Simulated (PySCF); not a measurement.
## Calculated data, CH₄B₂N, C₂H₈AlB, CH₂Cl₂Si, CH₆BClSi and others

Computed with PySCF 2.14.0. Calculation on a computer-drawn molecule: optimised geometry and harmonic frequencies of an isolated molecule of the commonest isotopes, restricted reference for singlets and unrestricted otherwise, frozen core in MP2.

(1) CH₄B₂N

Start structure:
```xyz
8
CH4B2N
C     -1.4167     0.3535     0.0314
B     -0.2328    -0.3616    -0.4032
B      1.0769    -0.9985    -0.9378
N      2.2082    -1.6214    -1.3221
H     -2.3206    -0.1292     0.0509
H     -1.4632     1.3216     0.4028
H      2.8456    -2.0689    -0.7581
H      2.4822    -1.5342    -2.3473
```

Here we set charge 1, multiplicity 1, method HF and basis cc-pVDZ.

It finds rotational constants 160.3, 3.03, 3.025 GHz; total energy -143.7284 hartree; convergence status largest gradient component 3.642e-05 hartree/bohr.

Drawn bonds:
```tsv
atom	other atom	order
1	2	2
2	3	1
3	4	1
1	5	1
1	6	1
4	7	1
4	8	1
```

Optimised structure:
```xyz
8
CH4B2N
C     -1.4120     0.3258     0.0406
B     -0.2492    -0.2875    -0.4090
B      1.1010    -1.0005    -0.9328
N      2.2050    -1.5843    -1.3608
H     -2.3680    -0.1904     0.0590
H     -1.4241     1.3524     0.3965
H      2.8248    -2.0981    -0.7519
H      2.5022    -1.5560    -2.3250
```

Modes:
```tsv
frequency (cm⁻¹)	reduced mass (dalton)
143.6	3.589
160.4	2.777
383.7	3.11
419.1	2.856
441.8	1.008
639.8	5.164
706.2	1.299
756.9	1.901
918.8	1.56
1015	1.323
1395	1.292
1567	1.714
1654	1.88
1821	5.668
3292	1.062
3383	1.11
3698	1.052
3794	1.097
```

(2) C₂H₈AlB

Start structure:
```xyz
12
C2H8AlB
B     -0.5956     1.6581     2.7869
Al     0.1751     1.3023     0.8919
C      2.0621     0.7502     0.5285
C     -0.9798     1.4990    -0.7170
H     -0.3187     0.9297     3.7477
H     -1.3722     2.4307     3.0439
H      2.7150     0.7923     1.4735
H      2.1504    -0.3032     0.2847
H      2.5563     1.2966    -0.2268
H     -0.8688     0.6672    -1.5089
H     -2.0638     1.6371    -0.6242
H     -0.6774     2.3994    -1.3532
```

Settings of this run: charge 0, multiplicity 1, method HF and basis cc-pV(D+d)Z.

It finds rotational constants 5.031, 4.669, 2.548 GHz; total energy -346.9675 hartree; convergence status largest gradient component 3.507e-05 hartree/bohr.

Drawn bonds:
```tsv
atom	other atom	order
1	2	1
2	3	1
2	4	1
1	5	1
1	6	1
3	7	1
3	8	1
3	9	1
4	10	1
4	11	1
4	12	1
```

Optimised structure:
```xyz
12
C2H8AlB
B     -0.6080     1.6109     2.7952
Al     0.1821     1.2752     0.8177
C      2.0777     0.7798     0.5561
C     -0.9710     1.4571    -0.7774
H     -1.0738     0.7308     3.4776
H     -0.6253     2.6967     3.3223
H      2.7252     1.0589     1.3939
H      2.1634    -0.3097     0.4390
H      2.4965     1.2221    -0.3552
H     -0.7158     0.7281    -1.5551
H     -2.0400     1.3589    -0.5615
H     -0.8284     2.4505    -1.2256
```

Modes:
```tsv
frequency (cm⁻¹)	reduced mass (dalton)
20.68	1.047
40.85	1.034
146.9	2.738
164.6	1.018
177.1	2.5
178.4	2.342
496.8	1.19
500.4	3.756
589.8	1.28
630.2	2.957
636.4	1.462
682.1	2.465
723.5	1.532
795.1	1.528
896.8	1.439
1249	1.133
1328	1.24
1331	1.222
1540	1.055
1540	1.052
1547	1.059
1550	1.054
2627	1.056
2685	1.118
3131	1.039
3132	1.039
3197	1.094
3198	1.093
3224	1.101
3225	1.1
```

(3) CH₂Cl₂Si

Start structure:
```xyz
6
CH2Cl2Si
C      0.1217    -0.0109    -0.2778
Si    -0.1689    -1.3632     0.6617
Cl    -1.3094    -2.9450     0.1043
Cl     0.5668    -1.6647     2.5274
H      0.7423     0.7992     0.0831
H     -0.3041     0.0852    -1.2683
```

It was run with charge 0, multiplicity 1, method MP2 and basis cc-pV(D+d)Z.

The calculation gives: rotational constants 4.579, 2.566, 1.644 GHz; total energy -1247.5214 hartree; convergence status largest gradient component 2.19e-05 hartree/bohr.

Drawn bonds:
```tsv
atom	other atom	order
1	2	2
2	3	1
2	4	1
1	5	1
1	6	1
```

Optimised structure:
```xyz
6
CH2Cl2Si
C      0.1236    -0.0018    -0.2842
Si    -0.1712    -1.3737     0.6688
Cl    -1.3161    -2.9538     0.1005
Cl     0.5715    -1.6655     2.5380
H      0.7526     0.8107     0.0913
H     -0.3120     0.0847    -1.2840
```

Modes:
```tsv
frequency (cm⁻¹)	reduced mass (dalton)
181.3	19.07
192.4	22.02
204.7	2.849
497.1	14.96
542.7	1.017
610	4.335
614.7	1.187
744.6	1.861
1032	4.15
1356	1.243
3203	1.053
3322	1.117
```

(4) CH₆BClSi

Start structure:
```xyz
10
CH6BClSi
B     -2.4343     1.3333    -0.1822
C     -1.2758     0.3716    -0.5665
Si    -0.3326     1.1003    -1.9432
Cl     1.1302    -0.2305    -2.5621
H     -2.1983     2.2106     0.5591
H     -3.4210     1.2765    -0.7051
H     -1.6481    -0.6175    -0.8718
H     -0.5341     0.1833     0.1655
H     -1.1875     1.2664    -3.2242
H      0.3172     2.3400    -1.7246
```

It was run with charge 0, multiplicity 1, method HF and basis cc-pV(D+d)Z.

It finds rotational constants 14.71, 1.953, 1.807 GHz; total energy -814.5356 hartree; convergence status largest gradient component 1.193e-05 hartree/bohr.

Drawn bonds:
```tsv
atom	other atom	order
1	2	1
2	3	1
3	4	1
1	5	1
1	6	1
2	7	1
2	8	1
3	9	1
3	10	1
```

Optimised structure:
```xyz
10
CH6BClSi
B     -2.4366     1.3448    -0.1482
C     -1.2787     0.3924    -0.6013
Si    -0.3055     1.0718    -2.0564
Cl     1.1922    -0.2796    -2.5560
H     -2.2402     2.2057     0.6661
H     -3.5306     1.2569    -0.6362
H     -1.6530    -0.5809    -0.9356
H     -0.5390     0.2382     0.1914
H     -1.1505     1.2386    -3.2522
H      0.3575     2.3459    -1.7267
```

Modes:
```tsv
frequency (cm⁻¹)	reduced mass (dalton)
66.33	2.258
141.5	1.108
158	4.264
258.1	4.136
550.3	1.115
551.1	13.43
692.8	4.685
708	1.111
767.1	1.048
915.7	1.103
984.6	1.36
990.5	1.576
1033	1.073
1078	1.779
1185	1.526
1196	1.168
1334	1.239
1532	1.129
2347	1.053
2347	1.029
2669	1.054
2738	1.128
3171	1.057
3231	1.104
```

(5) B₂ClH₂O

Start structure:
```xyz
6
B2ClH2O
O     -0.1289    -0.2146     1.0573
B      1.0709    -0.1817     0.5322
B      1.6400     1.1384    -0.5051
Cl     2.2710     2.2793    -1.4602
H     -0.7703     0.4679     0.9150
H      1.8818    -1.0326     0.7046
```

Here we set charge 1, multiplicity 1, method MP2 and basis cc-pV(D+d)Z.

The calculation gives: rotational constants 49.16, 2.047, 1.966 GHz; total energy -585.1382 hartree; convergence status largest gradient component 1.762e-05 hartree/bohr.

Drawn bonds:
```tsv
atom	other atom	order
1	2	1
2	3	1
3	4	1
1	5	1
2	6	1
```

Optimised structure:
```xyz
6
B2ClH2O
O     -0.1369    -0.2370     1.0742
B      1.0725    -0.1693     0.5238
B      1.6295     1.1404    -0.5019
Cl     2.2808     2.2719    -1.4598
H     -0.7707     0.4784     0.9089
H      1.8894    -1.0276     0.6986
```

Modes:
```tsv
frequency (cm⁻¹)	reduced mass (dalton)
137.3	5.714
216.8	4.634
393.9	8.459
589.4	5.01
648.3	1.795
881.6	1.211
978.9	1.137
1125	1.216
1288	10.57
1439	8.463
2739	1.098
3832	1.068
```

(6) AlBO₂

Start structure:
```xyz
4
AlBO2
O     -0.3293     0.9467     0.5456
B     -0.3943    -0.1131    -0.0119
O     -0.4647    -1.2611    -0.6159
Al    -0.5584    -2.7948    -1.4234
```

Here we set charge 0, multiplicity 1, method MP2 and basis cc-pV(D+d)Z.

It finds rotational constants 2.46, 2.46 GHz; total energy -416.9727 hartree; convergence status largest gradient component 4.711e-06 hartree/bohr.

Drawn bonds:
```tsv
atom	other atom	order
1	2	2
2	3	1
3	4	1
```

Optimised structure:
```xyz
4
AlBO2
O     -0.3272     0.9816     0.5640
B     -0.3938    -0.1057    -0.0081
O     -0.4656    -1.2751    -0.6233
Al    -0.5601    -2.8230    -1.4382
```

Modes:
```tsv
frequency (cm⁻¹)	reduced mass (dalton)
24.18	16.93
24.46	16.92
509.5	11.96
509.6	11.96
520.2	19.64
1137	16.18
2045	12.04
```

(7) BH₂O₂Si

Start structure:
```xyz
6
BH2O2Si
B      0.7610    -0.4779    -2.9427
O      0.5066    -0.1419    -1.7029
Si     0.2936     0.4080    -0.1904
O      0.7688     1.7333     0.3049
H      1.6989    -1.0438    -3.2882
H     -0.6148    -0.6992     0.3255
```

Settings of this run: charge 0, multiplicity 2, method HF and basis cc-pV(D+d)Z.

Drawn bonds:
```tsv
atom	other atom	order
1	2	1
2	3	1
3	4	2
1	5	1
3	6	1
```

(8) AlB₂FH₄

Start structure:
```xyz
8
AlB2FH4
B      0.8900     0.4483    -0.7315
Al    -1.0400     0.7106     0.0639
B     -1.8441    -1.0958     0.9202
F     -0.6334    -1.6222     0.6038
H      1.8379     0.5396    -0.0520
H      1.0933     0.0855    -1.7973
H     -1.9040     2.0472     0.0790
H     -2.5724    -1.7524     1.4003
```

Here we set charge 0, multiplicity 1, method HF and basis cc-pV(D+d)Z.

Drawn bonds:
```tsv
atom	other atom	order
1	2	1
2	3	1
3	4	1
1	5	1
1	6	1
2	7	1
3	8	1
```

Question: Give the missing total energy for BH₂O₂Si (entry 7).
Answer: -464.5319 hartree

Question: BH₂O₂Si (entry 7): spin squared?
Answer: 0.7531

Question: What rotational constants does the calculation give for BH₂O₂Si (entry 7)?
Answer: 23.15, 4.116, 3.525 GHz

Question: Give the missing total energy for AlB₂FH₄ (entry 8).
Answer: -393.0351 hartree

Question: What rotational constants does the calculation give for AlB₂FH₄ (entry 8)?
Answer: 13.06, 2.376, 2.187 GHz

Further results for BH₂O₂Si (entry 7):

- convergence status largest gradient component: 1.45e-05 hartree/bohr

Optimised structure:
```xyz
6
BH2O2Si
B      0.9962    -0.2205    -2.8662
O      0.6035    -0.4458    -1.5907
Si     0.2173     0.3494    -0.2328
O      0.7148     1.6862     0.1962
H      1.5686    -1.0632    -3.5017
H     -0.6863    -0.5276     0.5014
```

Modes:
```tsv
frequency (cm⁻¹)	reduced mass (dalton)
86.59	5.562
167.4	3.562
197.5	1.267
420.8	8.852
659.3	1.431
778.7	5.016
944.1	1.106
1084	1.371
1351	11.1
1378	14.5
2449	1.046
2695	1.093
```

Further results for AlB₂FH₄ (entry 8):

* convergence status largest gradient component: 2.768e-05 hartree/bohr

Optimised structure:
```xyz
8
AlB2FH4
B      0.9919     0.5551    -0.9632
Al    -0.8719     0.5587     0.1112
B     -1.7573    -1.2288     0.9839
F     -1.4032    -1.6144     2.2193
H      2.0518     0.7573    -0.4271
H      1.0580     0.3516    -2.1494
H     -1.6697     1.9303     0.2551
H     -2.5723    -1.9491     0.4566
```

Modes:
```tsv
frequency (cm⁻¹)	reduced mass (dalton)
49.22	3.288
132.3	2.675
161	1.327
232.6	2.31
371	1.229
497.6	3.093
537.1	1.143
583.7	2.636
629	1.967
819.1	1.578
905	1.375
1157	1.611
1242	1.148
1278	3.161
1937	1.042
2637	1.068
2643	1.075
2705	1.119
```
